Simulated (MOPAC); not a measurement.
A run for MOPAC: PM3 on CH6BP (SMILES CBP), a point of a torsion scan.

```
PM3 1SCF PRECISE CHARGE=0 THREADS=1
CH6BP

C     -1.10997007 1     0.10488121 1    -0.29477430 1
B      0.02497896 1    -0.22379314 1     0.74029489 1
P      1.83263374 1    -0.23502475 1     0.25822418 1
H     -1.94635639 1    -0.59030904 1    -0.23486057 1
H     -1.52367179 1     1.08552873 1    -0.05230104 1
H     -0.77547839 1     0.14630136 1    -1.33000885 1
H     -0.25071471 1    -0.51958217 1     1.84155674 1
H      1.83565464 1     0.71037316 1    -0.74940716 1
H      2.34316852 1     0.59048696 1     1.23881930 1
```

Program output:

```
*******************************************************************************
 **                                                                           **
 **                              MOPAC v23.2.5                                **
 **                                                                           **
 *******************************************************************************
 ** MOPAC's Digital Object Identifier: https://doi.org/10.5281/zenodo.6511958 **
 **                                                                           **
 ** Please cite the open-source release paper for use of this MOPAC version:  **
 ** J. E. Moussa and J. J. P. Stewart (2026)                                  **
 ** MOPAC: An open-source semiempirical molecular orbital program             **
 ** J. Open Source Softw., 11(119), 8025, https://doi.org/10.21105/joss.08025 **
 *******************************************************************************

                              PM3 CALCULATION RESULTS

 *******************************************************************************
 *  PM3        - The PM3 Hamiltonian to be used
 *
 *
 *
 *                 CHARGE ON SYSTEM = 0
 *
 *
 *
 *  PRECISE    - TIGHTER CRITERIA TO BE USED
 *  1SCF       - DO 1 SCF AND THEN STOP
 *  THREADS=1  - MULTI-THREADING NOT USED
 *  T=         - A TIME OF 172800.0 SECONDS REQUESTED
 *  DUMP=N     - RESTART FILE WRITTEN EVERY 7200.0 SECONDS REQUESTED
 *******************************************************************************
PM3 1SCF PRECISE CHARGE=0 THREADS=1
 CH6BP

   ATOM   CHEMICAL          X               Y               Z
  NUMBER   SYMBOL      (ANGSTROMS)     (ANGSTROMS)     (ANGSTROMS)

     1       C         -1.10997007  *   0.10488121  *  -0.29477430  *
     2       B          0.02497896  *  -0.22379314  *   0.74029489  *
     3       P          1.83263374  *  -0.23502475  *   0.25822418  *
     4       H         -1.94635639  *  -0.59030904  *  -0.23486057  *
     5       H         -1.52367179  *   1.08552873  *  -0.05230104  *
     6       H         -0.77547839  *   0.14630136  *  -1.33000885  *
     7       H         -0.25071471  *  -0.51958217  *   1.84155674  *
     8       H          1.83565464  *   0.71037316  *  -0.74940716  *
     9       H          2.34316852  *   0.59048696  *   1.23881930  *



          CARTESIAN COORDINATES

    NO.       ATOM           X           Y           Z

     1         C         -1.1100      0.1049     -0.2948
     2         B          0.0250     -0.2238      0.7403
     3         P          1.8326     -0.2350      0.2582
     4         H         -1.9464     -0.5903     -0.2349
     5         H         -1.5237      1.0855     -0.0523
     6         H         -0.7755      0.1463     -1.3300
     7         H         -0.2507     -0.5196      1.8416
     8         H          1.8357      0.7104     -0.7494
     9         H          2.3432      0.5905      1.2388

  H: (PM3): J. J. P. STEWART, J. COMP. CHEM. 10, 209 (1989).
  B: (PM3): J. J. P. STEWART, J. MOL. MOD., 10, 155-164 (2004)
  C: (PM3): J. J. P. STEWART, J. COMP. CHEM. 10, 209 (1989).
  P: (PM3): J. J. P. STEWART, J. COMP. CHEM. 10, 209 (1989).

           Empirical Formula: C H6 B P  =     9 atoms



      MOLECULAR POINT GROUP   :   C1


      RHF CALCULATION, NO. OF DOUBLY OCCUPIED LEVELS = 9


 -------------------------------------------------------------------------------
 PM3 1SCF PRECISE CHARGE=0 THREADS=1
 CH6BP



     1SCF WAS SPECIFIED, SO BFGS WAS NOT USED
     SCF FIELD WAS ACHIEVED


                              PM3 CALCULATION
                                                       MOPAC v23.2.5 Linux




          FINAL HEAT OF FORMATION =          9.52056 KCAL/MOL =      39.83402 KJ/MOL


          COSMO AREA              =        104.38 SQUARE ANGSTROMS
          COSMO VOLUME            =         88.08 CUBIC ANGSTROMS

          IONIZATION POTENTIAL    =          8.795073 EV
          HOMO LUMO ENERGIES (EV) =         -8.795  0.340
          NO. OF FILLED LEVELS    =          9
          MOLECULAR WEIGHT        =         59.8422         POINT GROUP:  C1

          MOLECULAR DIMENSIONS (Angstroms)

            Atom       Atom       Distance
            H     9    H     4     4.68679
            H     8    H     7     3.25662
            P     3    H     5     2.24170


          SCF CALCULATIONS        =          1





   ATOM   CHEMICAL          X               Y               Z
  NUMBER   SYMBOL      (ANGSTROMS)     (ANGSTROMS)     (ANGSTROMS)

     1       C         -1.10997007  *   0.10488121  *  -0.29477430  *
     2       B          0.02497896  *  -0.22379314  *   0.74029489  *
     3       P          1.83263374  *  -0.23502475  *   0.25822418  *
     4       H         -1.94635639  *  -0.59030904  *  -0.23486057  *
     5       H         -1.52367179  *   1.08552873  *  -0.05230104  *
     6       H         -0.77547839  *   0.14630136  *  -1.33000885  *
     7       H         -0.25071471  *  -0.51958217  *   1.84155674  *
     8       H          1.83565464  *   0.71037316  *  -0.74940716  *
     9       H          2.34316852  *   0.59048696  *   1.23881930  *

                             CARTESIAN COORDINATES

   1    C       -1.109970070     0.104881210    -0.294774300
   2    B        0.024978960    -0.223793140     0.740294890
   3    P        1.832633740    -0.235024750     0.258224180
   4    H       -1.946356390    -0.590309040    -0.234860570
   5    H       -1.523671790     1.085528730    -0.052301040
   6    H       -0.775478390     0.146301360    -1.330008850
   7    H       -0.250714710    -0.519582170     1.841556740
   8    H        1.835654640     0.710373160    -0.749407160
   9    H        2.343168520     0.590486960     1.238819300


           Empirical Formula: C H6 B P  =     9 atoms



      MOLECULAR POINT GROUP   :   C1


                  EIGENVALUES
 -31.39037 -26.20820 -18.38381 -14.65438 -13.98698 -13.10996 -11.71100 -11.15422
  -8.79507   0.33970   1.53701   1.59885   1.94890   4.09101   4.26779   4.40484
   4.60260   5.00122


              NET ATOMIC CHARGES AND DIPOLE CONTRIBUTIONS

  ATOM NO.   TYPE          CHARGE      No. of ELECS.   s-Pop       p-Pop
    1          C          -0.177503        4.1775     1.11314     3.06436
    2          B          -0.241609        3.2416     1.11587     2.12574
    3          P           0.419795        4.5802     1.62472     2.95549
    4          H           0.066955        0.9330     0.93305
    5          H           0.078878        0.9211     0.92112
    6          H           0.052420        0.9476     0.94758
    7          H           0.020774        0.9792     0.97923
    8          H          -0.120223        1.1202     1.12022
    9          H          -0.099487        1.0995     1.09949
 DIPOLE           X         Y         Z       TOTAL
 POINT-CHG.     1.009    -0.790    -0.493     1.373
 HYBRID        -1.327     2.044     0.194     2.445
 SUM           -0.318     1.255    -0.299     1.329


          ATOMIC ORBITAL ELECTRON POPULATIONS

     Atom    s        px        py        pz
    1  C   1.11314   1.03464   1.00801   1.02170
    2  B   1.11587   0.93935   0.29401   0.89238
    3  P   1.62472   0.96574   1.15906   0.83069
    4  H   0.93305
    5  H   0.92112
    6  H   0.94758
    7  H   0.97923
    8  H   1.12022
    9  H   1.09949

 **********************
 *                    *
 * JOB ENDED NORMALLY *
 *                    *
 **********************




 == MOPAC DONE ==
```

The run finished.

Cost: about 0.04 core-seconds (a rough figure).
